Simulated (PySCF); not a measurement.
O2Ti, multiplicity 1.

```xyz
3

Ti     0.0000     0.0000     0.3899
O      0.0000    -1.3567    -0.5362
O      0.0000     1.3567    -0.5362
```

Geometry optimised at TPSSh-D3(BJ)/def2-TZVP. The multiplicity is an assumed one; other spin states were not compared. The isomer is the one that the SMILES or the coordinates give; other isomers of the formula were not compared.

The numbers are results of PySCF with KT2/pcSseg-2, not measurements. Non-relativistic, no solvent.

Computed absolute GIAO shielding of each atom: isotropic value and principal components (ppm):
```tsv
atom	σ(iso)	σ11	σ22	σ33	span
Ti1	-402.6	-832.8	-513.5	138.6	971.4
O2	-832.4	-1840.5	-787.8	131.2	1971.7
O3	-832.4	-1840.5	-787.8	131.2	1971.7
```
